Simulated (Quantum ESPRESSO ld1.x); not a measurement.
The numbers below are computed, except where a source is named.
Species: neutral palladium. Configuration: [Kr] 4d9.5 5p0.5 (fractional occupations, a model configuration). Level of theory: scalar-relativistic Kohn-Sham, relativistic LDA (MacDonald-Vosko exchange, VWN5 correlation), spin-unpolarised, spherical densities, point nucleus (ld1.x of Quantum ESPRESSO 7.5). Some entries of the table are withheld. Estimate them.

| orbital | occ. | eigenvalue (eV) | <r^2> (bohr^2) | r(max) (bohr) |
|---|---|---|---|---|
| 1s | 2 | -24035.0 | 0.001381 | 0.021 |
| 2s | 2 | -3516.10 | 0.02269 | 0.118 |
| 2p | 6 | -3158.15 | 0.01783 | 0.093 |
| 3s | 2 | -635.776 | 0.1658 | (1) |
| 3p | 6 | -517.587 | (2) | 0.335 |
| 3d | 10 | -328.501 | (3) | 0.281 |
| 4s | 2 | -87.7501 | 1.017 | 0.848 |
| 4p | 6 | -53.8306 | 1.249 | 0.911 |
| 4d | 9.5 | -6.5733 | 2.950 | 1.10 |
| 5p | 0.5 | -1.2576 | 33.64 | 3.85 |

Answer. 
(1) 3s r(max) (bohr): 0.344
(2) 3p <r^2> (bohr^2): 0.1674
(3) 3d <r^2> (bohr^2): 0.1530
